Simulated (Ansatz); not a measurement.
One change: `CCC[SiH2]O` becomes `CCCSC`.

Ansatz, PBE0-D4/def2-TZVP geometries, multiplicity 1. Each molecule was computed in one conformer, which needn't be the lowest.

```tsv
property	`CCC[SiH2]O`
HOMO energy (PBE/def2-TZVPP) / eV	-6.62
HOMO energy (ωB97M-V/def2-TZVPP) / eV	-10.24
LUMO energy (B3LYP/def2-TZVPP) / eV	-0.07
LUMO energy (PBE/def2-TZVPP) / eV	-0.63
HOMO–LUMO gap (ωB97M-V/def2-TZVPP) / eV	12.01
HOMO–LUMO gap (PBE/def2-TZVPP) / eV	5.98
```

**Question.** Give the same properties after the change, and the shifts. (Estimate.)

**Answer.** The calculation gave: 
| property | `CCCSC` | shift |
| --- | --- | --- |
| HOMO energy (PBE/def2-TZVPP) / eV | -5.00 | 1.62 |
| HOMO energy (ωB97M-V/def2-TZVPP) / eV | -8.45 | 1.79 |
| LUMO energy (B3LYP/def2-TZVPP) / eV | 0.71 | 0.78 |
| LUMO energy (PBE/def2-TZVPP) / eV | 0.12 | 0.75 |
| HOMO–LUMO gap (ωB97M-V/def2-TZVPP) / eV | 11.00 | -1.01 |
| HOMO–LUMO gap (PBE/def2-TZVPP) / eV | 5.13 | -0.85 |

With PBE0 the HOMO rises by 1.76 eV and the LUMO rises by 0.80 eV, so the gap narrows by about 0.96 eV. PBE moves the HOMO by 1.62 eV and ωB97M-V by 1.79 eV.

B3LYP here is the variant with VWN-RPA as its local correlation; programs differ in this.
